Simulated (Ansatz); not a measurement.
A set of 12 reactions (hydrogenolysis), with CCSD(T)/CBS values in kJ/mol:

```tsv
reaction	ΔE
`C[BH][AlH][OH]` + H₂ → `[BH2][AlH][OH]` + CH₄	-22.6
`[F][AlH][O][SiH3]` + H₂ → `[AlH2][O][SiH3]` + H–F	172.7
`O[C@@H]1S[Si@@H]1O` + H₂ → `OC1[SiH2]S1` + H₂O	85.0
`BCB(C)Cl` + H₂ → `BCBCl` + CH₄	-14.6
`S[Si]Cl` + H₂ → `[SiH]Cl` + H₂S	105.5
`BCB(C)Cl` + H₂ → `BCBC` + HCl	84.6
`BO[SiH2][GeH2][F]` + H₂ → `BO[SiH3]` + `[F][GeH3]`	-13.7
`C[Si](F)(S)S` + H₂ → `C[SiH](S)S` + H–F	123.2
`CSC(N)F` + H₂ → `CSCF` + NH₃	-55.0
`CC(O)S` + H₂ → `CCO` + H₂S	-63.0
`N[SiH]([AsH2])C=O` + H₂ → `N[SiH2]C=O` + `[AsH3]`	14.5
`CO[SiH]([SiH3])S` + H₂ → `CO[SiH2][SiH3]` + H₂S	56.7
```

Isolated molecules relaxed with PBE0-D4/def2-TZVP in Ansatz; ΔE leaves out vibrations. CCSD(T)/CBS adds triple-zeta CCSD(T) − MP2 to the extrapolated MP2 energy (def2 sets, frozen cores). Small cases extrapolate CCSD(T) itself. DFT in def2-TZVPP. B3LYP here is the variant with VWN-RPA as its local correlation; programs differ in this. For As, Ge outer-core shells are correlated without core-valence functions, which leaves a few kJ/mol of doubt a bond. Scalar relativity is left out up to krypton. One conformer a species, not always the lowest.

Q: Give the mean, mean absolute and largest difference (level minus CCSD(T)/CBS, kJ/mol) for: PBE-D4, r2SCAN-D4, PBE0-D4, B3LYP-D4, ωB97X-V, B2PLYP, MP2/def2-TZVPP, SCS-MP2/def2-TZVPP, CCSD(T)/def2-TZVPP, MP2/def2-QZVPP, SCS-MP2/def2-QZVPP, HF/CBS(def2), MP2/CBS(def2), CCSD/CBS(def2). (Estimate.)

A: Computed: 
```tsv
level	mean	mean absolute	largest
PBE-D4	5.1	6.8	13.2
r2SCAN-D4	6.3	6.3	11.6
PBE0-D4	0.5	3.6	-8.6
B3LYP-D4	0.7	2.1	5.3
ωB97X-V	-1.5	3.3	-7.2
B2PLYP	-3.4	5.0	-8.8
MP2/def2-TZVPP	3.8	4.4	7.9
SCS-MP2/def2-TZVPP	-2.3	3.7	-9.7
CCSD(T)/def2-TZVPP	-2.7	2.9	-8.1
MP2/def2-QZVPP	5.3	5.6	9.7
SCS-MP2/def2-QZVPP	-1.0	2.9	-8.2
HF/CBS(def2)	-21.4	21.5	-35.1
MP2/CBS(def2)	6.5	6.5	12.8
CCSD/CBS(def2)	-4.9	4.9	-9.5
```

The largest T1 diagnostic in the set is 0.014, for `S[Si]Cl` (customary mark 0.02).

CCSD(T)/CBS is a level of theory with its own doubt, and the functionals carry their triple-zeta basis error, so these figures describe this set and don't rank the functionals.
